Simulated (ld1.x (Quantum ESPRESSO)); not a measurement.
# promethium (Pm): excitation energies, all-electron against ultrasoft

- Element: Pm
- Generator: ld1.x (Quantum ESPRESSO) 7.5
- Type: ultrasoft
- Functional: LDA (PZ)
- Relativity: non-relativistic
- Frozen core: [Kr] 4d10 4f4
- Valence charge: 11
- Reference configuration: 5s2 5p6 5d1 6s2 6p0
- Partial waves: 5s (bound): rcut 2.35, rcutus 2.85 bohr; 6s (bound): rcut 2.35, rcutus 2.85 bohr; 5p (bound): rcut 2.35, rcutus 2.90 bohr; 6p (bound, empty): rcut 2.35, rcutus 2.90 bohr; 5d (bound): rcut 2.35, rcutus 3.25 bohr; 5d channel at 2.85 Ry: rcut 2.35, rcutus 3.25 bohr
- Local potential: all-electron potential smoothed inside 2.95 bohr (lloc = -1)
- Core correction: none
- Augmentation charge: PSQ, inside the norm-conserving radii

Energies are relative to the spin-unpolarised reference configuration 5s2 5p6 5d1 6s2 6p0; without spin polarisation the order of configurations can differ from experiment. Not all tests gave a result: test run stopped at test 5 of 9 (negative rho), 1 before it not solved. Left out of the table: 5s2 5p6 5d0 6s0 6p0 (solver errors, printed error -502 eV).

Its overlap operator is not positive definite in a basis up to 400 Ry (lowest eigenvalue s -0.07), so the file is unfit for use: the generalised eigenproblem breaks down once the basis is large enough, and its test numbers describe a broken file.

| valence configuration | charge | ΔE all-electron (eV) | error AE − PS (meV) |
| --- | --- | --- | --- |
| 5s2 5p6 5d1 6s1 6p0 | +1 | 6.158 | +0.1 |
| 5s2 5p6 5d1 6s0 6p0 | +2 | 17.351 | +3.0 |
| 5s2 5p6 5d1 6s1.5 6p0 | +0.5 | 2.473 | 0.0 |

Levels in the configuration 5s2 5p6 5d1 6s0 6p0:

```csv
level,all-electron (eV),pseudo (eV)
5s,-53.567,-53.607
5p,-37.853,-37.868
5d,-15.745,-15.729
```

The ghost test of this file was not conclusive.
